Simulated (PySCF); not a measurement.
All of these have the formula C5H7FS. Method: TDDFT PBE0/def2-SVPD, vertical, gas phase, core orbitals frozen in the response (PySCF). Geometries: GFN2-xTB; one conformer of each isolated species. Triplets are in the Tamm–Dancoff approximation.

A. `C[C@@H]1CC(F)=CS1`
B. `C=CC[C@]1(F)CS1`
C. `CSCC#CCF`

Lowest singlet levels (six at most, fewer where fewer were computed) with oscillator strengths:

1. 5.09 eV (f 0.008); 5.59 eV (f 0.001); 5.90 eV (f 0.038); 6.08 eV (f 0.000); 6.23 eV (f 0.001); 6.46 eV (f 0.009); T1 4.54 eV
2. 4.57 eV (f 0.001); 5.27 eV (f 0.069); 5.51 eV (f 0.040); 5.77 eV (f 0.014); 6.20 eV (f 0.021); 6.40 eV (f 0.005); T1 3.63 eV
3. 4.92 eV (f 0.002); 5.99 eV (f 0.025); 6.55 eV (f 0.037); 6.68 eV (f 0.005); 6.75 eV (f 0.094); 7.08 eV (f 0.026); T1 4.40 eV

Question: Match each spectrum to its molecule.

Answer: 1 = C, 2 = A, 3 = B.
- A: S1 at 4.57 eV, HOMO→LUMO (73%), HOMO→LUMO+1 (22%); Löwdin shares by element: HOMO sulfur 47%, carbon 33% or more, fluorine 6%; LUMO sulfur 43%, carbon 38% or more (atoms not listed hold the other 18%); HOMO -5.90 and LUMO 0.17 eV.
- B: S1 at 4.92 eV, HOMO→LUMO (80%), HOMO→LUMO+1 (17%); Löwdin shares by element: HOMO sulfur 72%, carbon 15% or more; LUMO carbon 38% or more, sulfur 33% (atoms not listed hold the other 28%); HOMO -6.94 and LUMO -0.41 eV.
- C: S1 at 5.09 eV, HOMO→LUMO (80%), HOMO→LUMO+1 (13%); Löwdin shares by element: HOMO sulfur 71%, carbon 17% or more; LUMO carbon 42% or more, sulfur 26% (atoms not listed hold the other 31%); HOMO -6.60 and LUMO -0.06 eV.
